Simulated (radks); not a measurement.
Task: Species: Ba IV. Configuration: [Kr] 4d10 5s2 5p5. All-electron calculation, Dirac Kohn-Sham, PBEsol, spin-unpolarised, spherical densities, finite nucleus; open shells fill j = l - 1/2 first; Fermi nuclear charge, rms radius 4.8378 fm. Program: a radial shooting solver on a logarithmic mesh with Libxc functionals. Some entries of the table are withheld. Estimate them.

orbital,occ.,eigenvalue (hartree),<r^2> (bohr^2)
1s1/2,2,-1368.345,0.0008890
2s1/2,2,-217.0135,0.01416
2p1/2,2,-204.5124,0.01041
2p3/2,4,-190.4938,0.01168
3s1/2,2,-46.54841,0.09742
3p1/2,2,-41.29754,0.09219
3p3/2,4,-38.58819,0.09994
3d3/2,4,(1),0.08265
3d5/2,6,(2),0.08486
4s1/2,2,-9.88013,0.5126
4p1/2,2,(3),0.5523
4p3/2,4,(4),0.5962
4d3/2,4,-4.28223,(5)
4d5/2,6,-4.18571,(6)
5s1/2,2,-2.12251,2.878
5p1/2,2,-1.60631,3.580
5p3/2,3,-1.52114,3.860

Result: 
(1) 3d3/2 eigenvalue (hartree): -29.36373
(2) 3d5/2 eigenvalue (hartree): -28.78591
(3) 4p1/2 eigenvalue (hartree): -7.97066
(4) 4p3/2 eigenvalue (hartree): -7.40369
(5) 4d3/2 <r^2> (bohr^2): 0.7315
(6) 4d5/2 <r^2> (bohr^2): 0.7497
